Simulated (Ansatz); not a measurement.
Stepwise reaction of `F[Si](Cl)(Cl)[GeH3]` with hydrogen fluoride, as a gas-phase model of exchange steps in deposition or etching. ΔE in kJ/mol; ΔG adds harmonic PBE0-D4 terms to CCSD(T)/CBS, at 1 bar.

Computed with Ansatz on PBE0-D4/def2-TZVP structures; ΔE is electronic, products minus reactants. CCSD(T)/CBS adds triple-zeta CCSD(T) − MP2 to the extrapolated MP2 energy (def2 sets, frozen cores). This one scheme is used for every species. Functionals use def2-TZVPP. B3LYP here is the variant with VWN-RPA as its local correlation; programs differ in this. For Ge outer-core shells are correlated without core-valence functions, which leaves a few kJ/mol of doubt a bond. Scalar relativity is left out up to krypton.

```
step                                                  reaction  PBE-D4  B3LYP-D4  ωB97M-V  CCSD(T)/CBS  ΔG(500 K)
   1  `F[Si](Cl)(Cl)[GeH3]` + H–F → `F[Si](F)(Cl)[GeH3]` + HCl   -38.9     -48.5    -47.9        -45.1      -50.5
   2    `F[Si](F)(Cl)[GeH3]` + H–F → `F[Si](F)(F)[GeH3]` + HCl   -41.6     -51.4    -50.7        -49.4      -49.8
```

Task: By hand: ΔE of the 2 steps together at CCSD(T)/CBS.

Result: (-45.1) + (-49.4) = -94.5 kJ/mol, or -47.2 kJ/mol a step.

In ΔE the steps differ by no more than 4.3 kJ/mol. All are downhill at CCSD(T)/CBS. ΔG lies between -50.5 and -49.8 kJ/mol a step. PBE-D4 differs from CCSD(T)/CBS by 6.2 to 7.8 kJ/mol a step. Isolated molecules leave out the surface, adducts and barriers. Largest T1 diagnostic: 0.012.
